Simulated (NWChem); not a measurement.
System: GaHOClF; SMILES [OH][Ga]([F])[Cl]

Here is an NWChem input.

```
start job
memory heap 200 mb stack 900 mb global 1100 mb
geometry units angstroms noautoz
  Ga    -0.011160    -0.313774     0.000000
  F     -1.539661    -1.153048     0.000000
  Cl    -0.004883     1.799029     0.000000
  O      1.480791    -1.251103     0.000000
  H      1.328507    -2.203375     0.000000
end
basis spherical
  Ga library 6-31g*
  F library 6-31g*
  Cl library 6-31g*
  O library 6-31g*
  H library 6-31g*
end
dft
  xc pw6b95
  iterations 150
  mulliken
end
task dft energy
```

All runs use the structure optimised with PBE0/def2-SVP.

Q: What results follow from this input? (PW6B95/6-31G* (spherical d).) Quantities: energy (Ha); highest occupied level (eV); orbital gap (eV); dipole (D).

A: 
```
Quantity                       Result
---------------------------  --------
energy (Ha)                  -2562.03
highest occupied level (eV)     -9.59
orbital gap (eV)                 7.84
dipole (D)                       1.52
```
